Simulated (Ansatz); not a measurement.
`[OH][V](=[S])([Cl])[Cl]`. Total charge 0; spin multiplicity 1. Correlated methods include outer-core shells of V, which these sets cover unevenly. Scalar relativity is left out up to krypton.

```xyz
6

O     0.282   -0.726    1.209
V     0.099    0.253   -0.219
S     1.625    1.518   -0.252
Cl    0.135   -0.980   -1.963
Cl   -1.744    1.332   -0.138
H    -0.396   -1.398    1.363
```

**Question.** Give the diagnostics of a CCSD(T)/def2-TZVPP run (frozen core, Ansatz 0.2.0). (Best estimate.)

**Answer.** Ansatz gave: T1 = 0.0406, largest single amplitude 0.143, largest double 0.075, (T) share of the correlation energy 7.2 %, 17 CCSD cycles. The RHF solution is unstable towards an unrestricted one. T1 lies over the customary mark of 0.02 for closed shells; compounds of d metals often pass it without a breakdown.
